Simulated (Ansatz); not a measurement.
`CC[SiH2][SiH3]` and `[SiH3][SiH2]CC=S` differ in one atom or group.

Ansatz, PBE0-D4/def2-TZVP geometries, multiplicity 1. Each molecule was computed in one conformer, which needn't be the lowest.

```json
{"property": "HOMO–LUMO gap (PBE/def2-TZVPP) / eV", "`CC[SiH2][SiH3]`": "6.16"}
{"property": "size of the dipole moment (ωB97M-V/def2-TZVPP) / D", "`CC[SiH2][SiH3]`": "1.03"}
{"property": "HOMO energy (PBE/def2-TZVPP) / eV", "`CC[SiH2][SiH3]`": "-6.83"}
{"property": "LUMO energy (B3LYP/def2-TZVPP) / eV", "`CC[SiH2][SiH3]`": "-0.04"}
{"property": "HOMO energy (PBE0/def2-TZVPP) / eV", "`CC[SiH2][SiH3]`": "-7.95"}
{"property": "HOMO–LUMO gap (B3LYP/def2-TZVPP) / eV", "`CC[SiH2][SiH3]`": "7.72"}
```

(1) What does the change do to each property? (Best estimate.)

## Answers

(1) Ansatz gave: 
```
                                          property  `[SiH3][SiH2]CC=S`  shift
               HOMO–LUMO gap (PBE/def2-TZVPP) / eV                2.20  -3.96
size of the dipole moment (ωB97M-V/def2-TZVPP) / D                2.31   1.28
                 HOMO energy (PBE/def2-TZVPP) / eV               -5.30   1.53
               LUMO energy (B3LYP/def2-TZVPP) / eV               -2.38  -2.34
                HOMO energy (PBE0/def2-TZVPP) / eV               -6.51   1.44
             HOMO–LUMO gap (B3LYP/def2-TZVPP) / eV                3.89  -3.83
```

With PBE0 the HOMO rises by 1.44 eV and the LUMO falls by 2.35 eV, so the gap narrows by about 3.79 eV. PBE moves the HOMO by 1.53 eV and ωB97M-V by 1.27 eV. Dipoles are sizes alone; their direction can turn.

B3LYP here is the variant with VWN-RPA as its local correlation; programs differ in this.
